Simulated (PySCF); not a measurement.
GeH4, SMILES [GeH4] (connectivity only; charge and spin as stated), charge +1, multiplicity 2.

Geometry optimised at PBE-D3(BJ)/def2-TZVPD. A frequency run showed that this geometry is not a minimum. The multiplicity is an assumed one; other spin states were not compared. The isomer is the one that the SMILES or the coordinates give; other isomers of the formula were not compared.

All values below come from B3LYP/def2-TZVPD (PySCF).

The molecule is in vacuum.

Question: Estimate the frontier levels, dipole moment and polarisability. (An estimate is asked for; the answer gives what the named calculation found.)

Answer: 
α spin, highest occupied and lowest empty level: -15.88 and -7.90 eV
β spin, highest occupied and lowest empty level: -16.72 and -13.30 eV
dipole moment about the centre of nuclear charge: 0.00 D
mean static polarisability: 34.0 bohr³ (5.03 Å³)
polarisability, principal values: 23.7, 39.1, 39.1 bohr³
⟨S²⟩: 0.758 (pure state 0.75)
